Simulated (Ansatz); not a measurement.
Wavefunction ladder for `FC(F)(F)O[SiH3]`

```xyz
9

F     1.0407    0.7466    1.6501
C     0.4669    1.1325    0.5051
F    -0.8134    1.4269    0.7919
F     1.0623    2.2494    0.1090
O     0.5669    0.2022   -0.4374
Si   -0.3988   -1.1601   -0.6082
H    -1.7188   -0.7679   -1.1498
H    -0.5505   -1.8271    0.7050
H     0.3447   -2.0025   -1.5658
```

Charge 0, multiplicity 1. The geometry is a stationary point of PBE0-D4/def2-TZVP. Frozen core, restricted reference, Ansatz. CBS rows extrapolate triple and quadruple zeta; past MP2 they add the triple-zeta difference.

```
     basis     HF (Eh)  MP2 corr.  CCSD corr.       (T)  CCSD(T) total
  def2-SVP  -701.36423   -0.95602    -0.98842  -0.02000     -702.37265
def2-TZVPP  -701.98387   -1.25283    -1.27568  -0.04097     -703.30052
def2-QZVPP  -702.01132   -1.36447           –         –              –
 CBS(def2)  -702.01510   -1.44717    -1.47001     as TZ     -703.52608
```
